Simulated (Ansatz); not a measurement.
Isolated molecules relaxed with PBE0-D4/def2-TZVP in Ansatz; ΔE leaves out vibrations. CBS: MP2 limit from def2 TZ/QZ plus the TZ coupled-cluster correction, frozen cores. Functionals use def2-TZVPP. B3LYP here is the variant with VWN-RPA as its local correlation; programs differ in this. For Mg outer-core shells are correlated without core-valence functions, which leaves a few kJ/mol of doubt a bond. Each species was taken in one conformer, which may not be the lowest.

Reaction (substitution at a C–C bond): `CC1(C=O)CO1` + `[F][Mg][SH]` → `C[S][Mg][F]` + `O=CC1CO1`

`CC1(C=O)CO1`:

```xyz
12

C     0.590    1.116   -0.639
C    -0.095    0.032    0.128
C    -1.456   -0.382   -0.320
O    -1.948   -0.061   -1.365
C     0.653   -0.991    0.873
O     0.010    0.059    1.552
H     0.684    0.831   -1.688
H     1.581    1.305   -0.225
H     0.007    2.038   -0.597
H    -1.989   -1.023    0.415
H     0.227   -1.981    1.028
H     1.739   -0.942    0.839
```

`[F][Mg][SH]`:

Cartesian coordinates in Å:
```
F 0.256 2.102 1.312
Mg 0.200 0.528 0.551
S 0.145 -1.533 -0.416
H -0.600 -1.097 -1.447
```

`C[S][Mg][F]`:

```xyz
7

C    -0.345   -0.273   -1.116
S    -0.963   -0.708    0.548
Mg    0.464    0.374    1.951
F     1.563    1.207    3.031
H     0.671   -0.631   -1.281
H    -1.000   -0.769   -1.833
H    -0.391    0.800   -1.301
```

`O=CC1CO1`:

```xyz
9

O    -0.708   -1.166    1.975
C     0.007   -0.538    1.246
C    -0.157   -0.481   -0.228
C     0.030    0.817   -0.891
O     1.026   -0.173   -0.950
H     0.860    0.067    1.626
H    -0.817   -1.222   -0.671
H    -0.514    1.002   -1.813
H     0.274    1.693   -0.295
```

(1) Is it downhill or uphill in electronic energy at CCSD(T)/CBS, and by how much? (Best estimate.)

(2) What do these levels give: PBE-D4, PBE0-D4, B3LYP-D4, ωB97M-V, r2SCAN, PBE0, HF/def2-TZVPP, MP2/def2-TZVPP, SCS-MP2/def2-TZVPP, CCSD/def2-TZVPP, MP2/def2-QZVPP, SCS-MP2/def2-QZVPP? (Estimate.)

Largest T1 diagnostic among the species: 0.014.

Answers

(1) The calculation gave: Uphill: ΔE = +13.5 kcal/mol.

(2) Ansatz gave: PBE-D4 12.2, PBE0-D4 12.9, B3LYP-D4 12.5, ωB97M-V 13.7, r2SCAN 13.5, PBE0 12.4, HF/def2-TZVPP 12.6, MP2/def2-TZVPP 14.2, SCS-MP2/def2-TZVPP 13.4, CCSD/def2-TZVPP 14.0, MP2/def2-QZVPP 13.9, SCS-MP2/def2-QZVPP 13.1 kcal/mol.

In def2-TZVPP, CCSD(T) changes the Hartree–Fock value by +1.5 kcal/mol (the triples alone add +0.1 kcal/mol) and MP2 by +1.7 kcal/mol. From PBE to PBE0 (25 % exact exchange), in def2-TZVPP and without D4, ΔE moves by +0.7 kcal/mol.
